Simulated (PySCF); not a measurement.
Some computed properties have been withheld. Give your best values.

Compound: C6H10FN.
Z-matrix (Å and degrees, PBE0-D3(BJ)/def2-SVP geometry), rows numbered from 1:
```
C 
C   1  1.3335
C   2  1.4947  1  125.14
C   3  1.5193  2  112.55  1   124.52
F   4  1.3845  3  108.80  2    58.93
C   4  1.5210  3  114.34  2   179.74
N   6  1.4371  4  111.15  3   -53.36
C   7  1.2613  6  118.13  4  -114.28
H   1  1.0931  2  121.51  3   179.81
H   1  1.0953  2  121.53  3     0.28
H   2  1.0961  1  119.46  3   179.58
H   3  1.1028  2  110.63  1  -115.70
H   3  1.1018  2  110.63  1     2.49
H   4  1.1048  3  109.91  2   -58.02
H   6  1.1032  4  107.92  3    65.94
H   6  1.1095  4  107.93  3  -177.73
H   8  1.0994  7  119.60  6   178.50
H   8  1.1088  7  123.31  6    -1.73
```

```tsv
property	level	value
point group	PBE0-D3(BJ)/def2-SVP	C1
rotational constants A, B, C	PBE0-D3(BJ)/def2-SVP	4.831, 0.993, 0.935 GHz
dipole moment	B3LYP/def2-SVPD	?
HOMO energy	B3LYP/def2-SVPD	?
LUMO energy	B3LYP/def2-SVPD	-0.89 eV
lowest singlet excitation	TDDFT B3LYP/def2-SVPD	?
strongest line among the 6 lowest singlet transitions	TDDFT B3LYP/def2-SVPD	?
static isotropic polarisability	B3LYP/def2-SVPD	?
electronic spatial extent ⟨r²⟩ about the centre of nuclear charge	B3LYP/def2-SVPD	?
```

Gas-phase values; electronic properties from PySCF, density fitting. Geometry: PBE0-D3(BJ)/def2-SVP, one conformer, isolated molecule.

Question: What is the static isotropic polarisability?

Answer: 85.3 au.

Question: The lowest singlet excitation?

Answer: 4.84 eV (256 nm, f = 0.003).

Question: The electronic spatial extent ⟨r²⟩ about the centre of nuclear charge?

Answer: 1292 bohr².

Question: What is the dipole moment?

Answer: 1.66 D.

Question: Give the strongest line among the 6 lowest singlet transitions.

Answer: S6 at 7.20 eV (172 nm, f = 0.233).

Question: The HOMO energy?

Answer: -7.10 eV.

The largest Löwdin shares of the LUMO are 0.38 on C8, 0.34 on N7, 0.08 on H18 and 0.07 on H17. The principal polarisabilities are 69.6, 71.1 and 115.2 au; their mean is the isotropic value. The dipole equals about 5.5 × 10⁻³⁰ C·m (1 D = 3.33564 × 10⁻³⁰ C·m). The rotational constants make it an asymmetric top with κ = (2B − A − C)/(A − C) = -0.97, nearer the prolate limit (−1). The polarisability is 12.64 Å³ as a volume (1 au = 0.148185 Å³), or 1.38 au for each of the 62 electrons.
